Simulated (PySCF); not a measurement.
PySCF input for 3-silyloxypropanenitrile (C₃H₇NOSi), SMILES N#CCCO[SiH3], TDA-M06-2X/def2-SVPD. Geometry optimised at B3LYP-D3(BJ)/def2-SVP. The values are those of a single conformer.

```python
import numpy as np
from pyscf import gto, scf, dft, tdscf

mol = gto.M(
    atom='''
    N    -0.53917522    3.64051815    0.00000000
    C     0.02750146    2.63033295   -0.00000000
    C     0.70574198    1.33581190   -0.00000000
    C    -0.27725480    0.15978638   -0.00000000
    O     0.47608227   -1.02737009    0.00000000
    Si   -0.18121619   -2.56722183    0.00000000
    H     1.35668305    1.26314873   -0.88604484
    H     1.35668305    1.26314874    0.88604483
    H    -0.93031842    0.22353399    0.89115085
    H    -0.93031842    0.22353399   -0.89115085
    H    -1.02693039   -2.77351174    1.21349945
    H    -1.02693039   -2.77351174   -1.21349945
    H     0.96779470   -3.50549010    0.00000000
    ''',
    basis='def2-SVPD',
    charge=0,
    spin=0,
    symmetry=True,
    max_memory=1600,
    verbose=4,
)
mf = dft.RKS(mol, xc='m06-2x').density_fit(auxbasis='def2-universal-jkfit')
mf.grids.level = 4
mf.conv_tol = 1e-9
mf.max_cycle = 100
mf.kernel()
mf.grids = dft.Grids(mol).set(level=2).build(with_non0tab=True)  # coarser grid for the response kernel
td = tdscf.TDA(mf)
td.singlet = True
td.nstates = 10
td.conv_tol = 1e-4
td.positive_eig_threshold = 1e-6
td.kernel(x0=td.get_init_guess(mf, 15))
td.analyze()
tt = tdscf.TDA(mf)
tt.singlet = False
tt.nstates = 4
tt.conv_tol = 1e-4
tt.positive_eig_threshold = 1e-6
tt.kernel(x0=tt.get_init_guess(mf, 9))
tt.analyze(verbose=3)
```

It prints:

```
PySCF version 2.14.0

[INPUT] verbose = 4
[INPUT] num. atoms = 13
[INPUT] num. electrons = 54
[INPUT] charge = 0
[INPUT] spin (= nelec alpha-beta = 2S) = 0
[INPUT] symmetry True subgroup None
[INPUT] Mole.unit = angstrom
[INPUT] Symbol           X                Y                Z      unit          X                Y                Z       unit  Magmom
[INPUT]  1 N     -0.539175220000   3.640518150000   0.000000000000 AA   -1.018893498952   6.879582255008   0.000000000000 Bohr   0.0
[INPUT]  2 C      0.027501460000   2.630332950000   0.000000000000 AA    0.051970227426   4.970608891919   0.000000000000 Bohr   0.0
[INPUT]  3 C      0.705741980000   1.335811900000   0.000000000000 AA    1.333659056808   2.524318644935   0.000000000000 Bohr   0.0
[INPUT]  4 C     -0.277254800000   0.159786380000   0.000000000000 AA   -0.523935638721   0.301952496636   0.000000000000 Bohr   0.0
[INPUT]  5 O      0.476082270000  -1.027370090000   0.000000000000 AA    0.899665103061  -1.941448098670   0.000000000000 Bohr   0.0
[INPUT]  6 Si    -0.181216190000  -2.567221830000   0.000000000000 AA   -0.342448968437  -4.851346159705   0.000000000000 Bohr   0.0
[INPUT]  7 H      1.356683050000   1.263148730000  -0.886044840000 AA    2.563759402340   2.387005154292  -1.674382081684 Bohr   0.0
[INPUT]  8 H      1.356683050000   1.263148740000   0.886044830000 AA    2.563759402340   2.387005173189   1.674382062787 Bohr   0.0
[INPUT]  9 H     -0.930318420000   0.223533990000   0.891150850000 AA   -1.758047022438   0.422418020631   1.684031042173 Bohr   0.0
[INPUT] 10 H     -0.930318420000   0.223533990000  -0.891150850000 AA   -1.758047022438   0.422418020631  -1.684031042173 Bohr   0.0
[INPUT] 11 H     -1.026930390000  -2.773511740000   1.213499450000 AA   -1.940617186093  -5.241177591866   2.293181612810 Bohr   0.0
[INPUT] 12 H     -1.026930390000  -2.773511740000  -1.213499450000 AA   -1.940617186093  -5.241177591866  -2.293181612810 Bohr   0.0
[INPUT] 13 H      0.967794700000  -3.505490100000   0.000000000000 AA    1.828866927806  -6.624416221374   0.000000000000 Bohr   0.0

nuclear repulsion = 263.009640972687
point group symmetry = Cs
symmetry origin: [-6.99898584e-10 -1.39979682e-09 -3.49949279e-10]
symmetry axis x: [ 1.00000000e+00 -3.75699128e-10 -1.34106067e-09]
symmetry axis y: [-3.75699128e-10 -1.00000000e+00  1.39298071e-11]
symmetry axis z: [1.34106067e-09 1.39298292e-11 1.00000000e+00]
num. orbitals of irrep A' = 119
num. orbitals of irrep A" = 64
number of shells = 79
number of NR pGTOs = 265
number of NR cGTOs = 183
basis = def2-SVPD
ecp = {}


******** <class 'pyscf.df.df_jk.DFSymAdaptedRKS'> ********
method = DFSymAdaptedRKS
initial guess = minao
damping factor = 0
level_shift factor = 0
DIIS = <class 'pyscf.scf.diis.CDIIS'>
diis_start_cycle = 1
diis_space = 8
diis_damp = 0
SCF conv_tol = 1e-09
SCF conv_tol_grad = None
SCF max_cycles = 100
direct_scf = False
XC library pyscf.dft.libxc version 7.1.2
    S. Lehtola, C. Steigemann, M. J. T. Oliveira, and M. A. L. Marques,  SoftwareX 7, 1–5 (2018)
XC functionals = m06-2x
    Y. Zhao and D. G. Truhlar,  Theor. Chem. Acc. 120, 215 (2008)
    Y. Zhao and D. G. Truhlar,  Theor. Chem. Acc. 120, 215 (2008)
radial grids:
    Treutler-Ahlrichs [JCP 102, 346 (1995); DOI:10.1063/1.469408] (M4) radial grids

becke partition: Becke, JCP 88, 2547 (1988); DOI:10.1063/1.454033
pruning grids: <function nwchem_prune>
grids dens level: 4
symmetrized grids: True
atomic radii adjust function: <function treutler_atomic_radii_adjust>
small_rho_cutoff = 0
Freeze 0 electrons in irreps []
    54 free electrons in irreps A' A"
Set gradient conv threshold to 3.16228e-05
Initial guess from minao.
tot grids = 280840
******** <class 'pyscf.df.df.DF'> ********
auxbasis = def2-universal-jkfit
init E= -538.154744170182
HOMO (A") = -0.346509893357841  LUMO (A') = -0.0206558297778425  gap/eV = 8.86694
cycle= 1 E= -537.506412903101  delta_E= 0.648  |g|= 0.674  |ddm|= 4.34
HOMO (A") = -0.306621734382711  LUMO (A') = 0.00463066041075999  gap/eV = 8.46961
cycle= 2 E= -537.386964766244  delta_E= 0.119  |g|= 1.05  |ddm|= 1.96
HOMO (A") = -0.372319417968118  LUMO (A') = 0.0134485357291472  gap/eV = 10.49728
cycle= 3 E= -537.609324185088  delta_E= -0.222  |g|= 0.108  |ddm|=  1.2
HOMO (A") = -0.376628681933747  LUMO (A') = 0.016125992074794  gap/eV = 10.68740
cycle= 4 E= -537.610778688508  delta_E= -0.00145  |g|= 0.0771  |ddm|= 0.177
HOMO (A") = -0.370053833357125  LUMO (A') = 0.0180463618666087  gap/eV = 10.56074
cycle= 5 E= -537.611971602992  delta_E= -0.00119  |g|= 0.00903  |ddm|= 0.0959
HOMO (A") = -0.371937787433718  LUMO (A') = 0.017467041001594  gap/eV = 10.59625
cycle= 6 E= -537.611992129209  delta_E= -2.05e-05  |g|= 0.00268  |ddm|= 0.0194
HOMO (A") = -0.371621663966727  LUMO (A') = 0.0175325477085093  gap/eV = 10.58943
cycle= 7 E= -537.611993905545  delta_E= -1.78e-06  |g|= 0.000693  |ddm|= 0.00584
HOMO (A") = -0.371617269584235  LUMO (A') = 0.0175533442048894  gap/eV = 10.58987
cycle= 8 E= -537.611994035919  delta_E= -1.3e-07  |g|= 0.000155  |ddm|= 0.00158
HOMO (A") = -0.371623093666281  LUMO (A') = 0.0175506941850596  gap/eV = 10.58996
cycle= 9 E= -537.611994042116  delta_E= -6.2e-09  |g|= 3.67e-05  |ddm|= 0.000403
HOMO (A") = -0.371622786842635  LUMO (A') = 0.0175510310414393  gap/eV = 10.58996
cycle= 10 E= -537.611994042427  delta_E= -3.11e-10  |g|= 1.17e-05  |ddm|= 9.44e-05
HOMO (A") = -0.371621184954797  LUMO (A') = 0.0175516048288089  gap/eV = 10.58993
Extra cycle  E= -537.611994042442  delta_E= -1.5e-11  |g|= 9.99e-06  |ddm|= 3.42e-05
converged SCF energy = -537.611994042442
tot grids = 105360
Overwritten attributes  positive_eig_threshold  of <class 'pyscf.tdscf.rks.TDA'>


******** <class 'pyscf.tdscf.rks.TDA'> for <class 'pyscf.df.df_jk.DFSymAdaptedRKS'> ********
nstates = 10 singlet
deg_eia_thresh = 1.000e-03
wfnsym = None
conv_tol = 0.0001
eigh lindep = 1e-12
eigh level_shift = 0
eigh max_cycle = 100


Excitation energies (eV)
[7.12301992 7.35719213 8.10997611 8.22726985 8.2535801  8.35590765
 8.55376252 8.8583542  8.89542337 8.94641298]

** Singlet excitation energies and oscillator strengths **
Excited State   1:   A"      7.12302 eV    174.06 nm  f=0.0000
      22 -> 32       -0.10210
      24 -> 32       -0.23506
      24 -> 34        0.10223
      25 -> 29       -0.12530
      25 -> 31        0.27107
      25 -> 33       -0.37492
      25 -> 35       -0.10615
      25 -> 37        0.10937
      26 -> 32       -0.26424
      26 -> 34        0.11305
Excited State   2:   A"      7.35719 eV    168.52 nm  f=0.0017
      27 -> 28       -0.59447
      27 -> 29       -0.32930
Excited State   3:   A'      8.10998 eV    152.88 nm  f=0.0176
      24 -> 28        0.36821
      24 -> 29        0.24998
      26 -> 28       -0.45997
      26 -> 29       -0.22546
Excited State   4:   A'      8.22727 eV    150.70 nm  f=0.0105
      24 -> 28        0.10091
      24 -> 31        0.15550
      24 -> 33       -0.20939
      25 -> 32       -0.39971
      25 -> 34        0.16780
      25 -> 36       -0.13342
      26 -> 29       -0.16316
      26 -> 31        0.21665
      26 -> 33       -0.25742
Excited State   5:   A"      8.25358 eV    150.22 nm  f=0.0011
      24 -> 32       -0.27924
      24 -> 34        0.12038
      25 -> 28       -0.10536
      25 -> 29        0.12713
      25 -> 31       -0.23928
      25 -> 33        0.30389
      26 -> 32       -0.34633
      26 -> 34        0.14468
      26 -> 36       -0.11643
Excited State   6:   A"      8.35591 eV    148.38 nm  f=0.0540
      23 -> 28        0.11124
      27 -> 28        0.34491
      27 -> 29       -0.56909
      27 -> 35       -0.10989
Excited State   7:   A"      8.55376 eV    144.95 nm  f=0.0003
      27 -> 30       -0.24854
      27 -> 31        0.56285
      27 -> 35        0.25060
Excited State   8:   A"      8.85835 eV    139.96 nm  f=0.0312
      23 -> 28       -0.36234
      25 -> 28       -0.28439
      25 -> 30       -0.12915
      27 -> 29       -0.11657
      27 -> 30       -0.39361
      27 -> 31       -0.20699
      27 -> 37        0.10395
Excited State   9:   A'      8.89542 eV    139.38 nm  f=0.0028
      21 -> 28       -0.10686
      22 -> 28       -0.15744
      24 -> 28        0.23915
      24 -> 29        0.13616
      24 -> 30        0.14163
      26 -> 28        0.44207
      26 -> 29       -0.25150
      26 -> 30        0.21417
      26 -> 33        0.10226
Excited State  10:   A"      8.94641 eV    138.59 nm  f=0.0006
      23 -> 28       -0.36427
      23 -> 29       -0.32622
      23 -> 30        0.11307
      25 -> 29       -0.13251
      27 -> 30        0.36035
      27 -> 31        0.15264

** Transition electric dipole moments (AU) **
state          X           Y           Z        Dip. S.      Osc.
  1         0.0000     -0.0000      0.0106      0.0001      0.0000
  2         0.0000     -0.0000      0.0964      0.0093      0.0017
  3         0.1337     -0.2663     -0.0000      0.0888      0.0176
  4        -0.0998     -0.2054      0.0000      0.0521      0.0105
  5         0.0000     -0.0000     -0.0727      0.0053      0.0011
  6         0.0000     -0.0000     -0.5135      0.2637      0.0540
  7        -0.0000      0.0000      0.0369      0.0014      0.0003
  8        -0.0000      0.0000     -0.3790      0.1436      0.0312
  9        -0.1123     -0.0179      0.0000      0.0129      0.0028
 10        -0.0000      0.0000      0.0528      0.0028      0.0006

** Transition velocity dipole moments (imaginary part, AU) **
state          X           Y           Z        Dip. S.      Osc.
  1         0.0000     -0.0000     -0.0007      0.0000      0.0000
  2         0.0000     -0.0000     -0.0040      0.0000      0.0000
  3         0.0093     -0.0703      0.0000      0.0050      0.0112
  4        -0.0244     -0.0569     -0.0000      0.0038      0.0084
  5         0.0000     -0.0000     -0.0033      0.0000      0.0000
  6         0.0000     -0.0000     -0.1685      0.0284      0.0616
  7         0.0000      0.0000     -0.0269      0.0007      0.0015
  8        -0.0000      0.0000     -0.1099      0.0121      0.0247
  9        -0.0508      0.0108      0.0000      0.0027      0.0055
 10        -0.0000      0.0000      0.0122      0.0001      0.0003

** Transition magnetic dipole moments (imaginary part, AU) **
state          X           Y           Z
  1        -0.0971      0.1037      0.0000
  2         0.7724     -0.5549      0.0000
  3         0.0000     -0.0000     -1.0850
  4        -0.0000      0.0000     -0.2301
  5        -0.0455     -0.0420      0.0000
  6        -0.3929      0.6355     -0.0000
  7         0.0608     -1.3427      0.0000
  8        -1.7049     -0.1418     -0.0000
  9        -0.0000     -0.0000     -1.0112
 10        -0.9915      0.1275     -0.0000


******** <class 'pyscf.tdscf.rks.TDA'> for <class 'pyscf.df.df_jk.DFSymAdaptedRKS'> ********
nstates = 4 triplet
deg_eia_thresh = 1.000e-03
wfnsym = None
conv_tol = 0.0001
eigh lindep = 1e-12
eigh level_shift = 0
eigh max_cycle = 100


Excitation energies (eV)
[6.49442248 7.04648852 7.10372197 7.48617637]

** Triplet excitation energies and oscillator strengths **
Excited State   1:   A'      6.49442 eV    190.91 nm  f=0.0000
Excited State   2:   A"      7.04649 eV    175.95 nm  f=0.0000
Excited State   3:   A"      7.10372 eV    174.53 nm  f=0.0000
Excited State   4:   A'      7.48618 eV    165.62 nm  f=0.0000
```

The calculation finished and met its thresholds.
